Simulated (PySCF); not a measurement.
C3H11InO, singlet, GFN2-xTB optimised geometry.

```
16

In    -0.21     0.14     0.00
C      2.04     0.14     0.00
H      2.41     0.37     0.99
H      2.43     0.89    -0.69
H      2.43    -0.84    -0.29
C     -1.36     2.05     0.00
H     -1.11     2.61    -0.90
H     -1.11     2.66     0.87
H     -2.43     1.85     0.00
C     -1.21    -1.84     0.34
H     -0.54    -2.66     0.07
H     -2.12    -1.92    -0.25
H     -1.47    -1.95     1.39
O     -0.17    -0.32    -2.48
H     -0.50    -1.22    -2.57
H      0.76    -0.33    -2.71
```

Density from PySCF with PBE0/def2-TZVP, def2 effective core potentials past Kr at that geometry. The core electrons that the potentials of In replace are not part of the density.

Minimum of the electron density along straight lines between bonded atoms, close to the bond critical point (lines longer than 1.1 times the sum of covalent radii, or with two minima, are not listed):

```tsv
bond	length / Å	ρ at the minimum / e bohr⁻³	∇²ρ there / e bohr⁻⁵	position (fraction from the first atom)
In1–C2	2.243	0.085	0.13	0.51
C2–H3	1.089	0.272	-0.90	0.64
C2–H4	1.090	0.271	-0.90	0.64
C2–H5	1.091	0.271	-0.89	0.64
In1–C6	2.230	0.087	0.13	0.51
C6–H7	1.088	0.273	-0.91	0.64
C6–H8	1.089	0.273	-0.91	0.64
C6–H9	1.088	0.274	-0.91	0.64
In1–C10	2.243	0.085	0.13	0.51
C10–H11	1.091	0.271	-0.89	0.64
C10–H12	1.090	0.271	-0.90	0.64
C10–H13	1.089	0.272	-0.90	0.64
O14–H15	0.963	0.359	-2.48	0.81
O14–H16	0.962	0.359	-2.48	0.81
```
